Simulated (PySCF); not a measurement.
Hf(Cl)2(OSiH3) (Cl₂H₃HfOSi), SMILES [O]([SiH3])[Hf]([Cl])[Cl] (connectivity only; charge and spin as stated), neutral, multiplicity 2. Atoms are numbered in the order given.

```xyz
8

Hf     0.0863     0.0659     0.2860
Cl    -0.2784    -1.5413     1.9654
Cl     1.0812     2.1610     0.6809
O     -0.4575    -0.3531    -1.5037
Si    -0.9288    -0.7140    -3.0697
H     -0.5189     0.3994    -3.9723
H     -2.4103    -0.8758    -3.1037
H     -0.2687    -1.9813    -3.4944
```
Charge 0, spin multiplicity 2.

Geometry optimised at PBE0-D3(BJ)/def2-SVP. The spin state was assumed, not searched. The isomer is the one that the SMILES or the coordinates give; other isomers of the formula were not compared. The def2 effective core potentials stand for the cores of Hf; spin–orbit coupling is left out. The values are those of a single conformer.

All values below come from PBE0-D3(BJ)/def2-SVP run with PySCF.

Frequencies are harmonic and unscaled.

A small imaginary wavenumber (i) marks a very flat motion, where grid noise or a shallow saddle decides the sign.

Give all harmonic wavenumbers and intensities. (An estimate is asked for; the answer gives what the named calculation found.)


```
mode  ν (cm⁻¹)  IR (km/mol)  moving atoms (share of kinetic energy)
----  --------  -----------  --------------------------------------
1          17i          0.0                                  H 98 %
2           40          0.1        Cl 41 %, Si 36 %, H 10 %, Hf 9 %
3           45          1.1               Cl 49 %, Hf 29 %, Si 13 %
4           84          2.4                        Cl 83 %, Hf 12 %
5          124          5.1                  O 74 %, H 10 %, Hf 9 %
6          159          3.3                         O 78 %, Cl 11 %
7          357         12.8                        Cl 76 %, Si 19 %
8          388         82.7                        Cl 73 %, Hf 26 %
9          395         37.1               Si 43 %, Hf 27 %, Cl 17 %
10         724         56.7                          H 84 %, Si 9 %
11         725         47.8                          H 84 %, Si 9 %
12         947         76.1                                  H 96 %
13         949         66.5                                  H 96 %
14         959        891.6                 H 64 %, Si 20 %, O 15 %
15        1035        240.0                          O 68 %, H 27 %
16        2251         83.0                                  H 99 %
17        2256        118.6                                  H 96 %
18        2256        113.7                                  H 96 %
```
